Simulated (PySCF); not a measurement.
**A survey of 33S NMR shifts**

Fast rotation and ring inversion assumed for equivalent nuclei, single conformer, in vacuum, relativity neglected. Geometry from GFN2-xTB; σ from GIAO-PBE0/pcSseg-1; PySCF.

Shieldings were converted by a linear fit to measured shifts: 33S: δ = 158.28 − 0.937σ (rms 33.3 ppm, 20 shifts vs sulfate, solution or neat liquid). A few per cent of atoms miss by over 2 rms, more outside the fitted compound classes.

**Question.** Give the 33S shifts of `CC(=S)S[SiH2]Cl`.

**Answer.** 
```
                               compound                 environment  δ (ppm)
[CH3:1][C:2](=[S:3])[S:4][SiH2:5][Cl:6]           S3: thione sulfur      467
[CH3:1][C:2](=[S:3])[S:4][SiH2:5][Cl:6]  S4: sulfur bonded to C, Si      -53
```

**Question.** Order these by 33S shift, lowest first.
A. FC(F)[C@@H]1CCC(=S)[C@@H]1Cl
B. CC(=S)O[C@H](F)C(F)F
C. CCc1scc(F)c1OC

**Answer.** C (-203 ppm, aromatic ring sulfur), B (132 ppm, thione sulfur), A (684 ppm, thione sulfur).
